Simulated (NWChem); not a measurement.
System: stibine (SbH₃); SMILES [SbH3]

```xyz
4

Sb     0.0000     0.0000     0.0391
H     -0.3446     1.3731    -0.9311
H      1.3615    -0.3881    -0.9311
H     -1.0169    -0.9850    -0.9311
```
Atoms are numbered in this order, from 1.

The geometry was optimised at PBE0/def2-SVP. Not confirmed as a minimum by frequencies. def2 effective core potentials on Sb; no spin-orbit coupling.

 States above −ε(HOMO) = 6.5 eV lie in this functional's continuum and hang on the basis.

### Question
List the 4 lowest vertical singlet excitations from PBE/def2-SVPD with def2 effective core potentials on Sb, TDA (NWChem).

### Answer
| state | energy (eV) | oscillator strength | leading excitation (squared amplitude) |
|---|---|---|---|
| S1 | 6.13 | 0.152 | HOMO → LUMO+2 (0.98) |
| S2 | 6.24 | 0.072 | HOMO → LUMO (0.70) |
| S3 | 6.24 | 0.072 | HOMO → LUMO+1 (0.70) |
| S4 | 7.44 | 0.000 | HOMO−2 → LUMO (0.38) |
